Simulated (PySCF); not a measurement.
A structure optimised at PBE-D3(BJ)/def2-SVP, used in a PySCF frequency run:

```xyz
13

C     -1.7495    -0.4609     0.6115
C     -0.6913     0.4848     0.0393
O     -0.8345     0.6631    -1.3823
B      0.7974    -0.0638     0.2323
O      1.5718    -0.2656    -0.8761
O      1.2680    -0.3309     1.4895
H     -1.5900    -0.6151     1.6976
H     -1.7043    -1.4507     0.1124
H     -2.7780    -0.0589     0.4763
H     -0.7737     1.4702     0.5647
H     -1.7402     0.9674    -1.5719
H      1.0173    -0.0102    -1.6472
H      2.1850    -0.6606     1.4525
```
Charge 0, spin multiplicity 1.

### Question
Write its SMILES and formula.

### Answer
C[C@H](O)B(O)O, C2H7BO3

### Question
What are its rotational constants (standard atomic weights)?

### Answer
4.7055, 2.9937, 2.0106 GHz
